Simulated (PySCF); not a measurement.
A structure optimised at B3LYP-D3(BJ)/def2-SVP, used in a PySCF frequency run:

```xyz
11

Si     0.3831    -0.4133     0.2484
N      1.9027     0.2823     0.5519
F      0.1853    -0.9850    -1.2711
O     -0.7363     0.7872     0.4165
C     -2.0464     0.7781    -0.1091
H      0.1867    -1.5864     1.1292
H      2.7071    -0.2691     0.8268
H      2.1534     1.2036     0.2100
H     -2.4331     1.8091    -0.1100
H     -2.7233     0.1599     0.5088
H     -2.0718     0.3926    -1.1431
```
Charge 0, spin multiplicity 1.

Write its SMILES and formula.

CO[SiH](N)F, CH6FNOSi

What are its rotational constants (standard atomic weights)?

6.2025, 3.0180, 2.2573 GHz
